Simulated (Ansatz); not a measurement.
Consider the hydrogenolysis of the Sn–C bond: `C=C[CH2][SnH3]` + H₂ → `[SnH4]` + `C=CC`.

Gas-phase electronic energies from Ansatz, PBE0-D4/def2-TZVP geometries. CCSD(T)/CBS is the MP2 limit (def2-TZVPP, def2-QZVPP) plus CCSD(T) − MP2 in def2-TZVPP, frozen cores. This one scheme is used for every species. Functionals use def2-TZVPP. HSE06 is defined as in plane-wave codes. def2 core potentials past Kr. For Sn outer-core shells are correlated without core-valence functions, which leaves a few kJ/mol of doubt a bond. Each species was taken in one conformer, which may not be the lowest.

CCSD(T)/CBS gives -31.0 kJ/mol.

Q: Another level gave -47.0 kJ/mol. Which?
A. HSE06/def2-TZVPP
B. RPA@PBE/def2-TZVPP
C. MP2/def2-TZVPP
D. PBE/def2-TZVPP

A: A. HSE06 -47.0, MP2/def2-TZVPP -26.6, RPA@PBE/def2-TZVPP -37.6, PBE -42.4 kJ/mol.

Largest T1 diagnostic among the species: 0.013.

From BLYP to BHLYP (50 % exact exchange), in def2-TZVPP and without D4, ΔE moves by −9.3 kJ/mol. Leaving LDA and LC-ωPBE aside and taking each functional with its dispersion term where it has one, the values, not all of them listed here, spread over 22.3 kJ/mol, from B97M-V to revPBE-D4. At CCSD(T), def2-SVP lies −21.8 kJ/mol from the extrapolated value and def2-TZVPP −6.7 kJ/mol.
